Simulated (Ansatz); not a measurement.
The cluster Ca₃Te₂. Total charge 0; quintet. Geometry PBE-D4/def2-SVP; atoms count from 1.

```xyz
5

Ca   -1.709   -1.632    0.913
Ca   -0.221    0.862   -2.371
Ca    1.928    0.769    1.456
Te   -0.978    1.352    0.584
Te    0.980   -1.351   -0.582
```

In the def2 sets Te takes a core potential; there is no spin–orbit coupling. At PBE0-D4/def2-TZVP a broken-symmetry singlet of charge 0 lies 2.12 eV below the quintet, each at its own geometry. The structure comes from a short search, and lower isomers may exist.

**Question.** Estimate the Mulliken populations from the PBE0/def2-TZVP orbitals of Ansatz.

**Answer.** 
```csv
atom,charge (e),spin (α − β)
Ca1,0.44,0.97
Ca2,0.44,0.97
Ca3,0.44,0.97
Te4,-0.67,0.54
Te5,-0.67,0.54
```
Mulliken values and Mayer orders depend strongly on the basis.

**Question.** Where does the spin sit?

**Answer.** Summed by element: Ca 2.92, Te 1.08, of 4 unpaired in all. Largest on single atoms: Ca3 0.97, Ca1 0.97, Ca2 0.97.

**Question.** And the Mayer bond orders between bonded heavy atoms (over 0.3)?

**Answer.** Ca1–Te4 0.47 (3.09 Å); Ca1–Te5 0.47 (3.09 Å); Ca2–Te4 0.47 (3.09 Å); Ca2–Te5 0.47 (3.09 Å); Ca3–Te4 0.47 (3.09 Å); Ca3–Te5 0.47 (3.09 Å). Values over 0.3 also appear between atoms too far apart for a bond (Te4–Te5 0.36 at 3.54 Å); they arise where an orbital or an unpaired electron spreads over both atoms.
